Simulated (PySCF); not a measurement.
## Radial density of Pb⁺ (lead, charge +1)

r2SCANh, [Xe] 4f14 5d10 6s1 6p2, 6s spin antiparallel (an excited configuration). Calculation: PySCF 2.14, in aug-cc-pwCVTZ-PP with ECP60MDF; scalar relativity through the core potential. This is the valence pseudo-density: the core potential removes the inner electrons and smooths the orbitals near the nucleus.

```csv
r (bohr),4πr²ρ (e/bohr),4πr²(ρα − ρβ)
0.0194,1.794e-05,0.0000
0.0326,3.547e-05,0.0000
0.0549,5.551e-05,0.0000
0.0924,0.0001762,0.0000
0.155,0.001684,0.0000
0.261,0.03544,-0.0003
0.439,1.465,-0.0157
0.739,16.79,0.0459
1.24,14.35,-0.1427
2.09,3.236,0.1256
3.52,0.7005,0.4552
5.92,0.03576,0.0341
9.95,6.590e-05,0.0001
```

Energies and moments cover only the electrons outside the core potential. Spin-orbit coupling is strong in this species (close to jj coupling), so the high-spin LS determinant is a model state, not a physical level. With the s spin flipped the determinant is a mixture of two multiplicities, not a spectroscopic state.
